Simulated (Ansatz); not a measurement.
## Relaxing a trial structure of CH6GeO2Si

The starting geometry of this gas-phase singlet was optimised with GFN2-xTB; its bonds are those of `O=CO[SiH2][GeH3]`.

```yaml
atoms:
  - { symbol: C, position_ang: [0.2622, -1.9994, 3.0066] }
  - { symbol: Ge, position_ang: [0.8338, 0.9559, -0.1476] }
  - { symbol: O, position_ang: [1.1299, -2.8078, 3.1380] }
  - { symbol: O, position_ang: [0.2644, -1.0405, 2.1176] }
  - { symbol: Si, position_ang: [1.5560, -0.8890, 1.0617] }
  - { symbol: H, position_ang: [-0.6503, -1.9712, 3.6275] }
  - { symbol: H, position_ang: [1.6670, -2.1265, 0.2940] }
  - { symbol: H, position_ang: [2.7663, -0.6735, 1.8502] }
  - { symbol: H, position_ang: [0.6363, 2.2246, 0.6241] }
  - { symbol: H, position_ang: [1.8075, 1.3391, -1.2182] }
  - { symbol: H, position_ang: [-0.4536, 0.7948, -0.8966] }
```

Task: Where would you expect an optimisation with B3LYP/def2-SVP to take it?

Result: It keeps its bonds, and is `O=CO[SiH2][GeH3]`.

The energy falls by 0.27 eV over 7 steps:

```json
{"step": "1", "E − E(last) (eV)": "0.266"}
{"step": "2", "E − E(last) (eV)": "0.048"}
{"step": "3", "E − E(last) (eV)": "0.006"}
{"step": "4", "E − E(last) (eV)": "0.002"}
{"step": "5", "E − E(last) (eV)": "0.001"}
{"step": "6", "E − E(last) (eV)": "0.000"}
{"step": "7", "E − E(last) (eV)": "0.000"}
```

Final geometry (Å):

```yaml
atoms:
  - { symbol: C, position_ang: [0.2423, -2.0646, 3.0834] }
  - { symbol: Ge, position_ang: [0.8455, 1.0344, -0.2328] }
  - { symbol: O, position_ang: [1.1308, -2.8642, 3.1991] }
  - { symbol: O, position_ang: [0.2183, -1.0755, 2.1799] }
  - { symbol: Si, position_ang: [1.5200, -0.8621, 1.0594] }
  - { symbol: H, position_ang: [-0.6735, -2.0446, 3.7124] }
  - { symbol: H, position_ang: [1.6573, -2.0855, 0.2241] }
  - { symbol: H, position_ang: [2.7796, -0.6071, 1.8090] }
  - { symbol: H, position_ang: [0.6714, 2.2714, 0.6715] }
  - { symbol: H, position_ang: [1.9174, 1.3522, -1.2976] }
  - { symbol: H, position_ang: [-0.4898, 0.7522, -0.9509] }
```

The end wasn't checked by frequencies. Run with Ansatz 0.2.0, 35 s on 2 threads of Intel(R) Xeon(R) Processor @ 2.70GHz, with other jobs on the host.
